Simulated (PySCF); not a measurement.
## The Ru–H bond energy of RuH₄

Level of theory: PBE0 in PySCF with Ru x2c-TZVPall, H x2c-TZVPall; spin-free X2C, no spin–orbit coupling; density-fitted integrals.

Each entry is the lowest minimum that a search over a few typed start shapes (and spin states, where more than one is plausible) found, or that minimum re-optimised at the stated level; isomers with ligand–ligand bonds, or fragments after loss of a ligand pair, can lie lower.

Total energies (Eh), which compare only within these settings: H atom -0.50104.

```json
{"species": "RuH₃", "2S+1": "2", "group": "C3v", "E (Eh)": "-4531.79067", "ZPE (kJ/mol)": "51.1"}
{"species": "RuH₄", "2S+1": "1", "group": "C4v", "E (Eh)": "-4532.40517", "ZPE (kJ/mol)": "76.9"}
```

(1) What are De and D0 for RuH₄ → RuH₃ + H?

Answers

(1) De = [(-4531.79067) + (-0.50104) − (-4532.40517)] × 2625.5 = 298 kJ/mol. The zero-point energy changes by -25.8 kJ/mol, so D0 = 272 kJ/mol.

Atoms and open shells are unrestricted, without spin–orbit or basis-set superposition corrections.

One determinant describes each species, so states of open d or f shells may be missed.
